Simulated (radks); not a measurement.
Initial-state core-level shifts of the iodine ion I+ when its valence configuration changes from [Kr] 4d10 5s2 5p4. All-electron calculation, scalar-relativistic Kohn-Sham, PBEsol, spin-unpolarised, spherical densities, finite nucleus; Fermi nuclear charge, rms radius 4.75 fm. Program: a radial shooting solver on a logarithmic mesh with Libxc functionals. Shifts are changes of the shell-averaged eigenvalues in eV (positive: less bound); the change of the density at the nucleus, which sets a Mossbauer isomer shift, is in e/bohr^3, on a base of 2.566e+05.

\begin{tabular}{lrrrrr}
valence & 1s & 3p & 4s & 4p & density at nucleus \\ \hline
4d9 5s2 5p5 & -9.579 & -9.605 & -7.930 & -7.583 & +27.41 \\
4d9.5 5s2 5p4.5 & -4.762 & -4.779 & -3.968 & -3.797 & +13.58 \\
4d10 5s1.5 5p4.5 & -0.715 & -0.717 & -0.703 & -0.697 & -37.23 \\
4d10 5s1 5p5 & -1.419 & -1.423 & -1.396 & -1.384 & -75.20 \\
4d8 5s2 5p6 & -19.383 & -19.399 & -15.833 & -15.126 & +55.83 \\
4d10 5p6 & -2.794 & -2.807 & -2.753 & -2.727 & -153.33 \\
\end{tabular}
